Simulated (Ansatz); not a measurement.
Total energies of ZrO4H4 (the lowest singlet isomer of a short search) from Ansatz at PBE0-D4/def2-TZVP, gas phase (1 Eh = 27.2114 eV = 2625.5 kJ/mol). The reference geometry is relaxed at PBE-D4/def2-SVP.

Cartesian coordinates in Å:
```
Zr -0.124 0.148 0.131
O 0.309 -1.737 -1.105
O 1.437 -1.057 -0.419
O 0.490 1.026 1.727
O -0.737 1.373 -1.225
H 0.823 1.483 2.511
H -0.791 2.144 -1.805
H 0.205 -2.563 -0.582
H -1.611 -0.817 0.766
```

```
                 state                    geometry  energy (Eh)
      charge 0 singlet                   reference   -350.24811
      charge 1 doublet                   reference   -349.88443
      charge 1 doublet  relaxed at PBE-D4/def2-SVP   -349.90757
free Zr atom (triplet)                           –    -46.88229
 free O atom (triplet)                           –    -75.01860
 free H atom (doublet)                           –     -0.50104
```

In the def2 sets Zr takes a core potential; there is no spin–orbit coupling. The structure holds one bond between oxygen atoms, so isomers without such links may lie far lower.

(1) Work out the vertical ionisation energy to the doublet.

(2) How much does the charge 1 doublet relax, and what is the adiabatic ionisation energy?

(3) What is the binding energy per atom against free atoms?

(1) E(charge 1 doublet) − E(charge 0 singlet) = -349.88443 − (-350.24811) = 0.36368 Eh = 9.90 eV. For comparison, −ε of the highest occupied level is 7.65 eV at this level, 2.25 eV less.

(2) Relaxation: -349.88443 − (-349.90757) = 0.02314 Eh = 0.63 eV. Adiabatic ionisation energy: 0.34054 Eh = 9.27 eV, without zero-point energy. Bonds change on the way (1 lost, 0 formed), so the relaxed form is another species. 

(3) Atoms: 1 × (-46.88229) + 4 × (-75.01860) + 4 × (-0.50104) = -348.96085 Eh. Binding: -348.96085 − (-350.24811) = 1.28726 Eh = 35.03 eV, or 3.89 eV for each of 9 atoms (no zero-point energy, no counterpoise term).

The structure comes from a short search, and lower isomers may exist.
